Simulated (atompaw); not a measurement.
# u(r) = r·R(r): atom against pseudo-atom (Al (Z = 13))

Columns: radius, all-electron u(r) and pseudo u(r) of the 3p shell (level -9.16 eV) of aluminium in the configuration [Ne] 3s2 3p0; LDA (PW92), non-relativistic, PAW (atompaw) scheme, atompaw 4.2.0.5.

| r (bohr) | all-electron | pseudo |
| --- | --- | --- |
| 0.098 | 0.0877 | -0.0038 |
| 0.196 | 0.1979 | -0.0150 |
| 0.294 | 0.2557 | -0.0333 |
| 0.392 | 0.2605 | -0.0582 |
| 0.490 | 0.2270 | -0.0888 |
| 0.588 | 0.1695 | -0.1243 |
| 0.687 | 0.0979 | -0.1641 |
| 0.785 | 0.0210 | -0.2062 |
| 0.883 | -0.0570 | -0.2499 |
| 0.981 | -0.1329 | -0.2941 |
| 1.079 | -0.2048 | -0.3378 |
| 1.177 | -0.2714 | -0.3800 |
| 1.275 | -0.3321 | -0.4198 |
| 1.373 | -0.3866 | -0.4568 |
| 1.471 | -0.4348 | -0.4902 |
| 1.569 | -0.4768 | -0.5199 |
| 1.667 | -0.5129 | -0.5456 |
| 1.765 | -0.5432 | -0.5672 |
| 1.863 | -0.5681 | -0.5851 |
| 1.962 | -0.5880 | -0.5993 |
| 2.060 | -0.6030 | -0.6099 |
| 2.158 | -0.6136 | -0.6173 |
| 2.256 | -0.6201 | -0.6218 |
| 2.354 | -0.6231 | -0.6236 |
| 2.452 | -0.6228 | -0.6229 |
| 2.550 | -0.6196 | -0.6196 |

**Question.** How many radial nodes do the two functions have?

**Answer.** The all-electron 3p function has n − l − 1 = 1; the pseudo-wave has 0, since the states of the same l below it are removed with the core.

**Question.** Is the pseudo-wave norm-conserving?

**Answer.** No, it belongs to a PAW set: the norm inside the radius is not constrained, and the difference is carried by the augmentation charge.
